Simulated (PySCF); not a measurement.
difluoro(prop-1-en-2-yl)borane (C3H5BF2), SMILES C=C(C)B(F)F.

The structure is a stationary point at B3LYP-D3(BJ)/def2-SVP. One conformer was computed; it need not be the lowest.

Method: TDA-PBE/def2-SVPD run with PySCF.

Vertical excitations. Gas-phase values at a fixed geometry. State labels are in the subgroup Cs.

```
state  symmetry  energy (eV)  λ (nm)      f                          main pairs
-----  --------  -----------  ------  -----  ----------------------------------
S1           A"         6.07     204  0.001                    HOMO−1→LUMO 99 %
S2           A'         6.29     197  0.265                      HOMO→LUMO 82 %
S3           A"         6.75     184  0.007                   HOMO→LUMO+1 100 %
S4           A"         6.83     181  0.000                    HOMO−2→LUMO 99 %
S5           A"         7.41     167  0.000                   HOMO−3→LUMO 100 %
S6           A"         7.60     163  0.000                   HOMO→LUMO+2 100 %
S7           A"         7.83     158  0.025                   HOMO→LUMO+4 100 %
S8           A'         7.98     155  0.015                  HOMO−1→LUMO+1 96 %
S9           A'         8.11     153  0.113  HOMO−4→LUMO 65 %, HOMO→LUMO+3 27 %
S10          A"         8.12     153  0.000                    HOMO−6→LUMO 99 %
T1           A'         3.77     329      0                      HOMO→LUMO 98 %
T2           A"         5.43     228      0                   HOMO−1→LUMO 100 %
T3           A"         6.57     189      0                    HOMO−2→LUMO 99 %
T4           A"         6.65     186      0                   HOMO→LUMO+1 100 %
```
Triplets are in the Tamm–Dancoff approximation.
